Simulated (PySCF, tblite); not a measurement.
Calculations on `[GeH3][CH2][GeH2]/[CH]=C\Cl`, in the order of a workflow; each names the level of the geometry that it ran on. Settings lines and outputs come from a driver script.

Compound: C3H9ClGe2.
SMILES with atom numbers: `[Cl:1]/[CH:2]=[CH:3]\[GeH2:4][CH2:5][GeH3:6]` (hydrogens: H7 on C2; H8 on C3; H9, H10 on Ge4; H11, H12 on C5; H13, H14, H15 on Ge6)

Step 1: GFN2-xTB geometry optimisation, gas phase (tblite 0.8.0) (from a force-field or distance-geometry start)
```json
{"job": {"kind": "relax", "xc": "GFN2-xTB", "basis": "xTB"}, "charge": 0, "multiplicity": 1}
```
```
step      E/eV     max force
  0    -526.47715    1.285
  1    -526.55336    0.960
  2    -526.62747    0.884
...
 51    -526.71008    0.011
 52    -526.71010    0.017
 53    -526.71013    0.016
 54    -526.71015    0.010
 55    -526.71016    0.007
```

Energy lowered by 5.4 kcal/mol over 55 steps; largest atomic force 0.007 eV/Å at the end. «max force» is the largest atomic force in eV/Å.

On one thread, Arm Neoverse V2 (aarch64), shared host with 96 logical CPUs at a one-minute load of 35, this took 0.33 s wall.

Step 2: GFN2-xTB harmonic vibrations, gas phase (tblite 0.8.0) (on the GFN2-xTB geometry)
```json
{"job": {"kind": "ir", "xc": "GFN2-xTB", "basis": "xTB"}, "charge": 0, "multiplicity": 1}
```
```
(table of modes left out)
```

39 modes from 14 to 3061 cm⁻¹ (unscaled, harmonic); zero-point energy 59.7 kcal/mol; all wavenumbers are real at this level.

Hardware: an Arm Neoverse V2 with one thread, on a shared host. Cost: 0.47 s wall.

Step 3: TDDFT PBE0/def2-SVPD, vertical, gas phase, core orbitals frozen in the response (PySCF 2.14.0, density-fitted response routines) (on the GFN2-xTB geometry)
```json
{"job": {"kind": "uv", "xc": "PBE0", "basis": "def2-SVPD", "nstates": 8, "ntriplets": 3}, "charge": 0, "multiplicity": 1}
```
```
...
Static polarisability (au): isotropic 108.761, principal 100.000 105.112 121.170
Singlet excitations
state   eV       nm        f      main configurations
  1   6.1408    201.9   0.17204   H->L 0.93
  2   6.6361    186.8   0.01566   H-2->L 0.33, H->L+1 0.16, H-4->L 0.16
  3   6.6543    186.3   0.01456   H-1->L 0.76, H-2->L 0.15
  4   6.6989    185.1   0.00840   H-2->L 0.23, H->L+2 0.22, H->L+1 0.21
  5   6.8363    181.4   0.00229   H-3->L 0.76
  6   7.0161    176.7   0.00120   H->L+1 0.47, H->L+2 0.39, H->L+4 0.10
  7   7.1877    172.5   0.00288   H-4->L 0.55, H-2->L 0.20, H-6->L 0.10
  8   7.3802    168.0   0.01404   H->L+3 0.83
Triplet excitations (Tamm-Dancoff, eV): 4.0136 6.1452 6.2607
```

HOMO -7.62 eV, LUMO -0.79 eV; lowest singlet 6.14 eV; lowest triplet 4.01 eV (Tamm–Dancoff); mean polarisability 108.8 au.

Hardware: one thread, Arm Neoverse V2 (aarch64), no GPU, shared host with 96 logical CPUs at a one-minute load of 35. Cost: 47 s wall, 1.0 GiB resident at most.

Geometry of the electronic-property runs (GFN2-xTB):
```
atom  x, y, z in Å
Cl1    1.9166   -2.0104    0.6599
C2     2.4228   -0.4005    0.3694
C3     1.7328    0.3508   -0.4688
Ge4    0.1342   -0.3613   -1.3349
C5    -1.3282   -0.6461   -0.0391
Ge6   -1.7009    0.9696    1.0070
H7     3.3090   -0.1096    0.9147
H8     2.0598    1.3652   -0.6431
H9     0.4592   -1.6362   -2.0675
H10   -0.2890    0.6450   -2.3724
H11   -1.0738   -1.4633    0.6338
H12   -2.2254   -0.9436   -0.5815
H13   -0.5100    1.3933    1.8046
H14   -2.0823    2.1175    0.1296
H15   -2.8292    0.7376    1.9664
```

 (This holds for the electronic-property runs.)

One conformer stands for the species.
